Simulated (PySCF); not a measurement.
A structure optimised at PBE-D3(BJ)/def2-SVP, used in a PySCF frequency run:

```
C
H 1 1.1095
H 1 1.1095 2 106.80
C 1 1.5300 2 111.62 3 -122.25
H 4 1.1091 1 112.42 2 179.21
H 4 1.1091 5 107.15 1 -123.99
H 4 1.1126 5 106.81 6 -114.16
Cd 1 2.1331 2 105.71 3 112.25
Br 8 2.4511 2 156.34 1 -179.85
```
Charge 0, spin multiplicity 1.

Q: Write its SMILES, formula and point group.

A: C[CH2][Cd][Br], C2H5BrCd, Cs

Q: What are its rotational constants (standard atomic weights)?

A: 19.208, 0.82824, 0.80208 GHz
